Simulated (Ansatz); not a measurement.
CH8BGeInSe, SMILES `C[Se][GeH2][BH][InH2]` at its PBE0-D4/def2-TZVP geometry, where that method's forces vanish. Charge 0, multiplicity 1. In takes the def2 core potential.

```tsv
atom	x (Å)	y (Å)	z (Å)
C1	1.9063	-0.0331	-0.8126
Se2	0.1126	-0.1656	-1.5816
Ge3	-0.9201	1.5082	-0.1777
B4	-1.3460	0.3418	1.4689
In5	-0.9631	-1.7487	0.6897
H6	2.3554	0.9125	-1.1086
H7	2.4817	-0.8638	-1.2168
H8	1.8665	-0.1210	0.2717
H9	-2.1715	1.9217	-0.9778
H10	0.0642	2.6959	-0.1429
H11	-1.6884	0.7969	2.5193
H12	0.5208	-2.5505	1.0938
H13	-2.2183	-2.6944	-0.0254
```

**Question.** For each bond, give half the difference of the two atoms' forces along it (eV/Å; positive pushes the atoms apart) under PBE-D4, r2SCAN-D4, B3LYP-D4, ωB97M-V in def2-TZVPP. (Estimate.)

**Answer.** Computed: 
```csv
bond,length (Å),PBE-D4,r2SCAN-D4,B3LYP-D4,ωB97M-V
C1–Se2,1.956,0.20,0.19,0.32,0.07
C1–H6,1.088,0.09,-0.05,-0.09,-0.06
C1–H7,1.088,0.10,-0.04,-0.10,-0.06
C1–H8,1.089,0.08,-0.05,-0.10,-0.05
Se2–Ge3,2.416,0.20,0.06,0.23,-0.04
Se2–In5,2.970,0.04,0.00,0.14,0.03
Ge3–B4,2.062,-0.12,-0.03,0.10,0.12
Ge3–H9,1.542,0.13,-0.02,-0.05,-0.10
Ge3–H10,1.543,0.12,-0.01,-0.05,-0.10
B4–In5,2.264,-0.15,-0.06,0.13,0.10
B4–H11,1.195,0.13,0.00,-0.20,-0.17
In5–H12,1.734,0.11,0.00,0.00,-0.08
In5–H13,1.727,0.10,0.00,0.00,-0.07
```

B3LYP here is the variant with VWN-RPA as its local correlation; programs differ in this.
